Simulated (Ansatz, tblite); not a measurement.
Removing an electron: In(NH3)F3 (InNF₃H₃). Charge 0, multiplicity 1. Geometry: PBE0-D4/def2-SVP. Ansatz, gas phase; energy differences of separate SCF runs; the oxidised species was run as a doublet alone.

```xyz
8

In   -0.286   -0.977   -0.601
N     0.266    0.909    0.559
H     0.906    0.686    1.323
H    -0.570    1.343    0.955
H     0.721    1.586   -0.056
F    -2.219   -0.892   -0.306
F     0.763   -2.241    0.463
F     0.418   -0.413   -2.337
```

In the def2 sets In takes a core potential; there is no spin–orbit coupling. The xTB rows come from tblite. HOMO above LUMO, or a gap near zero within one spin, warns that the state may not be the lowest or that an electron is smeared out.

| level | −HOMO (eV) | vertical IE (eV) | −LUMO (eV) | HOMO–LUMO gap (eV) | remarks |
| --- | --- | --- | --- | --- | --- |
| GFN1-xTB | 12.67 | 15.94 | 8.52 | 4.15 | – |
| GFN2-xTB | 12.98 | 16.42 | 9.38 | 3.60 | – |
| PBE-D4/def2-TZVP | 8.06 | 11.39 | 2.79 | 5.27 | gap within one spin near zero (+1 doublet) |
| r2SCAN-D4/def2-TZVP | 8.51 | 11.71 | 2.49 | 6.02 | gap within one spin near zero (+1 doublet) |
| PBE0-D4/def2-TZVP | 10.03 | 12.27 | 1.84 | 8.19 | – |

  Raw xTB energy differences between charge states are shifted by several eV; the methods need an empirical correction for them.
